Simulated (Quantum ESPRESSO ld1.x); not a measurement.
Task: Ni+, 27 electrons, occupied as [Ar] 3d8.5 4p0.5 (fractional occupations, a model configuration). All-electron calculation, scalar-relativistic Kohn-Sham, LDA (Slater exchange, Perdew-Wang correlation), spin-polarised, spherical densities, point nucleus; open shells are filled with parallel spins first. Program: ld1.x of Quantum ESPRESSO 7.5. Some entries of the table are withheld. Estimate them.

orbital,occ.,eigenvalue (eV),<1/r> (bohr^-1)
1s up,1,-8202.00,28.05
1s down,1,-8201.98,28.05
2s up,1,-986.523,6.056
2s down,1,-985.676,6.060
2p up,3,-850.809,5.952
2p down,3,-850.152,5.954
3s up,1,-118.151,(1)
3s down,1,-116.556,(2)
3p up,3,-78.9842,(3)
3p down,3,-77.4247,(4)
3d up,5,-17.0674,1.349
3d down,3.5,-15.6274,1.336
4p up,0.5,-7.9730,0.3894
4p down,0,-7.2770,0.3796

Result: 
(1) 3s up <1/r> (bohr^-1): 1.913
(2) 3s down <1/r> (bohr^-1): 1.910
(3) 3p up <1/r> (bohr^-1): 1.766
(4) 3p down <1/r> (bohr^-1): 1.762
